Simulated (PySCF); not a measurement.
How methods differ on the excitation energy of Ru

Ru [Kr] 4d7 5s1 (5F) → Ru [Kr] 4d8 (3F), as a difference of total energies. Calculation: PySCF 2.14, in def2-QZVPPD with the def2 core potential (28 electrons) (7s5p4d4f2g, 88 functions); a scalar-relativistic core potential. Correlated levels: valence: 4s2 4p6 frozen; valence and next inner shell: nothing frozen outside the core potential. The calculations carry no spin-orbit coupling.

```tsv
method	excitation energy (eV)
UHF	2.263
LDA	1.119
PBE	1.198
PBE0	1.306
r2SCAN	1.566
B3LYP	1.150
TPSS	1.371
BLYP	1.079
M06-2X	0.914
SCS-MP2 (valence)	0.851
SCS-MP2 (valence and next inner shell)	1.015
```

Estimate what MP2 (valence) gives.

1.131 eV, closest to LDA among the rows shown.

Estimate what MP2 (valence and next inner shell) gives.

1.155 eV, closest to B3LYP among the rows shown.
